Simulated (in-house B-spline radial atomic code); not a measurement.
A calculation on Ir⁺: its settings, and results tabulated from the run. Level of theory: Dirac-Hartree-Fock, average of configuration, Fermi nucleus of rms radius 5.4032 fm, speed of light scaled by 0.98; calculated with an all-electron radial atomic-structure program (B-spline basis).

Command:
```bash
python run_scf.py task.json out
```
Settings (nuclear radius in fm, mass in u):
```
Z                77
configuration    [Xe] 4f14 5d7 6s1
hamiltonian      dirac
method           hf
spin_polarised   False
nucleus          fermi
rms_radius       5.4032
atomic_mass      192.96292
speed_of_light   134.295279102
```

Output (hartree, bohr):
```
 radial grid: 81 intervals, B-splines of order 8, outer radius 60 bohr

 iter        energy (Eh)    residual
    1      -17896.778682    8.03e-01
    2      -17897.217774    1.79e-01
    3      -17898.005259    2.17e-02
    4      -17898.009048    6.58e-03
    5      -17898.009429    9.82e-04
    6      -17898.009442    2.71e-04
    7      -17898.009445    1.99e-04
    8      -17898.009446    4.58e-05
    9      -17898.009446    1.24e-06
   10      -17898.009446    2.60e-07

 total energy                    -17898.00945
 kinetic                           20516.4974
 electron-nucleus                 -45023.1749
 electron-electron                  6608.6681

 orbital      occ     eigenvalue          <r>       <r^2>       <1/r>     <1/r^2>     <1/r^3>       r_max    small
 1s1/2      2.000     -2828.1160    0.0173375 0.000415353     93.0001     21386.2           -     0.01072  8.89e-02
 2s1/2      2.000      -501.4078     0.072478  0.00628335     22.8257     3010.53           -     0.06208  2.03e-02
 2p1/2      2.000      -479.2316    0.0598066  0.00446913     22.7373     945.054           -     0.04587  2.04e-02
 2p3/2      4.000      -416.2011    0.0684521   0.0057075     18.6015     473.177     18828.2     0.05332  1.81e-02
 3s1/2      2.000      -119.9587     0.188652   0.0408619     8.37213     684.165           -      0.1748  6.77e-03
 3p1/2      2.000      -110.1001      0.17911   0.0374473      8.2696     219.173           -      0.1636  6.70e-03
 3p3/2      4.000       -96.0926     0.194936   0.0441442     7.20131     111.706     4363.15      0.1786  6.06e-03
 3d3/2      4.000       -79.9415     0.170403    0.034117     7.07637     62.8254     753.682      0.1396  5.91e-03
 3d5/2      6.000       -76.9740      0.17524   0.0359475     6.83205     57.6373     627.906      0.1438  5.74e-03
 4s1/2      2.000       -27.1529     0.421548    0.200654       3.503     169.994           -      0.3962  2.24e-03
 4p1/2      2.000       -22.9601     0.425517    0.206104     3.38956     53.5447           -      0.3955  2.14e-03
 4p3/2      4.000       -19.6065     0.458875    0.239429     3.03749     27.7213      1026.9       0.426  1.92e-03
 4d3/2      4.000       -12.7651     0.471293    0.257081     2.82343     14.4908      158.27      0.4212  1.70e-03
 4d5/2      6.000       -12.1393     0.482803    0.269568     2.73812     13.2668     128.982      0.4311  1.64e-03
 5s1/2      2.000        -4.5883      0.98885     1.09784     1.36676     31.1188           -      0.8955  5.10e-04
 5p1/2      2.000        -3.1803      1.07411     1.30535     1.24471     8.90092           -       0.951  4.35e-04
 5p3/2      4.000        -2.6310      1.17211      1.5555     1.11954     4.57585     152.452       1.031  3.69e-04
 4f5/2      6.000        -3.3851     0.527254    0.338612     2.33931      6.8531     25.6753      0.3948  1.25e-03
 4f7/2      8.000        -3.2591     0.534868    0.348588     2.30547     6.64651     24.4007      0.3999  1.22e-03
 5d3/2      2.800        -0.7932      1.60739     3.04316    0.813225     1.54991     13.2592       1.269  2.02e-04
 5d5/2      4.200        -0.7439      1.67236     3.29878    0.779318     1.37897     10.3006       1.313  1.87e-04
 6s1/2      1.000        -0.5902      2.81139     8.94434    0.450612     3.31175           -        2.41  6.40e-05
```


For the Dirac Hamiltonian the kinetic term is c α·p + (β - 1)c².
